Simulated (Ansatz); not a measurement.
**Worked example: the barrier**

An elementary step of Si$_{2}$H$_{4}$Cl$_{2}$, closed shell (SiCl₂ + SiH₄ → Si₂H₄Cl₂ ([SiH3][SiH]([Cl])[Cl]); bonds formed: Si1–H4, Si1–Si5; bonds broken: H4–Si5). “Start” is the structure reached by relaxing down from the saddle towards the reactants; PBE0-D4/def2-TZVP structures. The saddle:

Si1  (0.351, -1.081, -0.626)
Cl2  (-0.227, -2.819, 0.330)
Cl3  (-0.486, -1.099, -2.512)
H4  (-0.936, -0.179, 0.026)
Si5  (0.265, 0.963, 0.560)
H6  (1.548, 1.003, 1.315)
H7  (-0.781, 1.375, 1.540)
H8  (0.266, 1.837, -0.634)
(Å)

Computed with Ansatz 0.2.0 (basis: def2-TZVPP and def2-QZVPP); correlated methods freeze the cores.

Energies in eV:

| quantity | saddle | start |
| --- | --- | --- |
| Hartree–Fock, triple zeta (X = 3) | -40796.47788 | -40797.69050 |
| Hartree–Fock, quadruple zeta (X = 4) | -40797.66371 | -40798.87348 |
| MP2 correlation, X = 3 | -17.36664 | -16.97333 |
| MP2 correlation, X = 4 | -18.97625 | -18.55418 |
| CCSD(T) correlation, X = 3 | -19.95751 | -19.59741 |

**Question.** Work out the barrier at the basis limit: extrapolate Hartree–Fock as E(X) = E∞ + A exp(−7.88 √X) and the MP2 correlation as E(X) = E∞ + B X^−2.97 (the exponents that Neese and Valeev fitted for def2-TZVPP and QZVPP), then add CCSD(T) − MP2 in triple zeta.

**Answer.** Each step is linear, so take the differences first (saddle − start): Hartree–Fock 1.21262 (X = 3) and 1.20977 (X = 4); MP2 correlation -0.39331 and -0.42207; CCSD(T) correlation -0.36010.
Two points give E∞ = E(4) + w [E(4) − E(3)], with w = 1/(exp(7.88 (2 − √3)) − 1) = 0.1377 for Hartree–Fock and w = 1/((4/3)^2.97 − 1) = 0.7407 for the correlation.
Hartree–Fock: 1.20977 + 0.1377 × (-0.00285) = 1.2094 eV.
MP2 correlation: -0.42207 + 0.7407 × (-0.02876) = -0.4434 eV.
CCSD(T) − MP2: -0.36010 − (-0.39331) = 0.0332 eV.
Sum: 1.2094 + (-0.4434) + 0.0332 = 0.7992 eV, or 18.43 kcal/mol. Plain CCSD(T) in triple zeta gives 0.8525 eV, so the larger basis shifts the result by -0.0533 eV.

No T1 diagnostic of these runs exceeds 0.013.

Losses and insertions of silylenes and their heavier kin drive the gas-phase chemistry of silicon and germanium vapour deposition.

Labels in which every atom is bracketed show which atoms are joined, not bond orders.

For scale, one of the runs: CCSD(T)/def2-TZVPP, 224 basis functions (an equivalent command: `ansatz run in.yaml --threads 4`). Hardware: 4 CPU threads, shared host. Wall time 41 s; peak host memory 3.1 GiB.
